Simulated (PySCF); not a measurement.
# Telling isomers of C₈H₈NP apart by NMR

No solvent, rapidly exchanging positions averaged, non-relativistic, one computed conformer. σ from GIAO-PBE0/pcSseg-1; coordinates at the GFN2-xTB level; PySCF.

References, each an isolated molecule treated in the same way: ¹H (σ = 31.72 ppm), ¹³C (σ = 186.93 ppm) vs TMS. Splittings of carbon signals by F and P are missing where no couplings were computed. Where no couplings were computed, multiplicities follow the n + 1 count of equivalent neighbours, and m marks all less simple cases (inequivalent or close neighbours, rings, F or P nearby). Shifts are as computed. Against solution values, carbons near 30 ppm lie about +3 ppm off and those near 130 ppm about +5 ppm (rms about the fit 2.1 ppm; single classes can miss by 10 ppm). Of 1328 compounds with measured shifts, 309 miss one by over three times the rms of a fit or turn the order of signals round; such compounds aren't used in these exercises. Signals without a measured value on file couldn't be tested in this way; 1H shifts scatter by 0.2 ppm about their fit, and single ones miss by 0.5 ppm.

(1) Tabulate the signals of `Cc1cpcc(C)c1C#N`, `CC#CPc1cccnc1` and their relative energies.

(2) What is the quickest way to tell Cc1cpcc(C)c1C#N from CC#CPc1cccnc1?

Results:

(1) 
```tsv
SMILES	carbon types	δC	δH	E rel. (kcal/mol)
Cc1cpcc(C)c1C#N	4×C 2×CH 2×CH3	161.7, 153.5, 123.4, 117.8, 28.7	8.98 (m, 2H), 2.85 (s, 6H)	0.0
CC#CPc1cccnc1	3×C 4×CH 1×CH3	155.8, 154.2, 145.6, 139.9, 128.3, 109.2, 79.8, 6.1	8.91 (m, 1H), 8.78 (d, 1H), 8.23 (m, 1H), 7.41 (m, 1H), 5.41 (m, 1H), 2.14 (s, 3H)	36.7
```

Energies are electronic energies at PBE0/pcSseg-1 on these geometries, without zero-point or thermal terms, each for the one conformer computed, which needn't be the lowest.

(2) Count the carbon signals: 5 against 8. The first has a methyl carbon on an aromatic ring (CH3) at 28.7 ppm, the second an alkyne carbon (C) at 79.8 ppm. Their most deshielded carbons lie at 161.7 and 155.8 ppm.
